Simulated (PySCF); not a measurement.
Working out the ionisation energy of K²⁺

K²⁺ [Ne] 3s2 3p5 (2P) → K³⁺ [Ne] 3s2 3p4 (3P). All numbers are calculated (PySCF 2.14, scalar relativity by spin-free X2C-1e, in x2c-SVPall (5s3p2d, 24 functions)). Frozen: [Ne] 3s2. Energies in hartree (1 hartree = 27.21139 eV):

| part | K²⁺ (lower) | K³⁺ (upper) |
| --- | --- | --- |
| UHF | -600.052508 | -598.328359 |
| CCSD correlation | -0.027483 | -0.014828 |
| (T) | -0.000012 | -0.000003 |

Q: What does Hartree-Fock give?

A: (-598.328359) − (-600.052508) = 1.724149 hartree = 46.916 eV.

Q: What do CCSD and CCSD(T) give?

A: The CCSD correlation energies differ by 0.012655 hartree = 0.344 eV and the triples by 0.000009 hartree = 0.000 eV, so CCSD gives 47.260 eV and CCSD(T) 47.260 eV.

Reference: 45.803 eV (semi-empirical (NIST evaluation); NIST Atomic Spectra Database, ionization energies), between the lowest levels; spin-orbit coupling is absent from the calculation.

A double-zeta basis recovers only part of the correlation energy.

What remains against the reference includes basis incompleteness, the frozen core and higher excitations.
